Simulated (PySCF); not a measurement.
**Tc³⁺ (technetium, charge +3) across methods**

[Kr] 4d4, high-spin 5D determinant. Calculation: PySCF 2.14, in def2-QZVPPD with the def2 core potential (28 electrons) (7s5p4d4f2g, 88 functions); scalar relativity through the core potential.

| method | E (hartree) | mean ε 4p α (eV) | mean ε 4p β (eV) | mean ε 4d α (eV) | Σ⟨r²⟩ (bohr²) | ⟨S²⟩ |
| --- | --- | --- | --- | --- | --- | --- |
| PBEsol | -78.6520 | -77.786 | -74.530 | -36.290 | 22.76 | 6.000 |
| r2SCAN0 | -78.8017 | -82.745 | -77.500 | -38.564 | 22.52 | 6.001 |
| PBE | -78.7845 | -77.929 | -74.663 | -36.368 | 22.71 | 6.000 |
| CAM-B3LYP | -78.7419 | -82.953 | -78.603 | -39.613 | 22.68 | 6.001 |
| PBE0 | -78.7834 | -81.626 | -77.083 | -38.259 | 22.62 | 6.001 |
| M06 | -78.7417 | -80.853 | -77.029 | -37.846 | 22.60 | 6.000 |
| UHF | -78.32361 | -91.788 | -82.892 | -43.146 | 22.52 | 6.002 |
| r2SCAN | -78.8272 | -79.601 | -75.341 | -36.762 | 22.54 | 6.001 |
| LDA | -78.5622 | -77.846 | -74.645 | -36.356 | 22.86 | 6.000 |

Energies and moments cover only the electrons outside the core potential.
